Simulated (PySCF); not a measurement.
Compound: CSe (singlet state).
SMILES: `[C][Se]`

The closed-shell ground state was solved at several levels (PySCF, density fitting, gas phase). Geometry: PBE0-D3(BJ)/def2-SVP; no solvent, vibrations or thermal averaging. Relativistic effects, spin–orbit coupling among them, are left out although an element past zinc is present.

```
              level  basis functions  total energy (Eh)  HOMO (eV)  LUMO (eV)  gap (eV)  dipole (D)
   PBE0/aug-cc-pVDZ               59         -2439.2013      -8.62      -2.55      6.07        2.10
      LDA/def2-SVPD               61         -2435.4699      -7.22      -3.74      3.48        2.33
BHandHLYP/def2-SVPD               61         -2439.1921     -10.03      -1.54      8.49        2.13
      PBE/def2-SVPD               61         -2438.8313      -7.13      -3.54      3.59        2.28
    PBE0/def2-TZVPD               94         -2439.2340      -8.58      -2.56      6.02        2.13
  LC-wPBE/def2-SVPD               61         -2438.8566     -11.49      -0.32     11.17        2.26
```

What might wB97X-D/def2-SVPD (61 basis functions) give for the same quantities?

Total energy -2439.2741 Eh, HOMO -10.56 eV, LUMO -0.79 eV, gap 9.77 eV, dipole 2.24 D.

Over all these levels, which gives the widest orbital gap and which the narrowest?

LC-wPBE/def2-SVPD (range-separated hybrid) has the widest, 11.17 eV, and LDA/def2-SVPD (LDA) the narrowest, 3.48 eV. The two share the basis. From the narrowest to the widest the HOMO moves by -4.27 eV and the LUMO by +3.42 eV.

How far do the dipole and the HOMO energy spread over the levels?

The dipole runs from 2.10 to 2.33 D (mean 2.21 D) and the HOMO from -11.49 to -7.13 eV.

The pairwise dispersion term of wB97X-D wasn't added to the energies; at a given geometry it leaves orbitals and properties as they are.
